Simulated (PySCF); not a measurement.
CH8ClNSi2, SMILES C[SiH2]N[SiH2]Cl.

Geometry optimised at B3LYP-D3(BJ)/def2-SVP. This is a generated structure with no PubChem entry under its InChIKey; it may be hypothetical. The values are those of a single conformer.

Two levels are set side by side: PBE/def2-TZVP (PySCF) and CAM-B3LYP/def2-TZVP (PySCF). Same geometry, gas phase. Differences are taken from unrounded values.

```tsv
quantity	PBE
orbital gap (eV)	5.83
highest occupied level (eV)	-6.45
lowest empty level (eV)	-0.62
dipole moment (D)	1.48
mean polarisability (bohr³)	83.9
```

Task: These are the PBE values. What does CAM-B3LYP give? (Estimate from the structure and the level; the computed values follow.)

Result: 
| quantity | CAM-B3LYP | PBE minus CAM-B3LYP |
|---|---|---|
| orbital gap (eV) | 10.33 | -4.50 |
| highest occupied level (eV) | -9.17 | 2.72 |
| lowest empty level (eV) | 1.16 | -1.78 |
| dipole moment (D) | 1.59 | -0.12 |
| mean polarisability (bohr³) | 79.6 | 4.3 |

Without exact exchange PBE keeps part of each electron's self-repulsion, which lifts occupied levels and narrows the gap. PBE's more diffuse valence density responds more strongly to a field. Differences between two approximate levels are no errors against the true value.

Rough cost on one machine, each run with all the roots and properties that it gave: CAM-B3LYP against PBE within a factor of 2.
